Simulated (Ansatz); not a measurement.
Reactions of C$_{4}$H$_{8}$Se (`C=C[Se]CC`).

Program: Ansatz. Geometries: PBE0-D4/def2-TZVP. ΔE: electronic, gas phase. CBS: MP2 limit from def2 TZ/QZ plus the TZ coupled-cluster correction, frozen cores. This one scheme is used for every species, atoms too. Open shells (•) are unrestricted, without spin–orbit coupling. Spin–orbit coupling would lower the free atoms: a little for C; clearly for Se. For Se outer-core shells are correlated without core-valence functions, so the limit isn't a true one: a few kJ/mol of doubt a bond, and 10 to 20 or more in all where bonds break to atoms. Scalar relativity is left out up to krypton. One conformer a species, not always the lowest.

(1) Order these by ΔE at CCSD(T)/CBS, lowest first. (Estimate.)
A. `C=C[Se]CC` → 4 C• + 8 H• + Se•
B. `C=C[Se]CC` + `F[SiH](F)F` → `C=C[Se][Si](F)(F)F` + `CC`
C. `C=C[Se]CC` + `C=N` → `CC[Se]C=N` + `C=C`
D. `C=C[Se]CC` + BH₃ → `B[Se]CC` + `C=C`
E. `C=C[Se]CC` + H₂ → `CC[SeH]` + `C=C`

Largest T1 diagnostic: 0.012, for `B[Se]CC`.

## Answers

(1) D (-136.2 kJ/mol), B (-83.1 kJ/mol), E (-46.9 kJ/mol), C (-16.0 kJ/mol), A (+5003.1 kJ/mol).
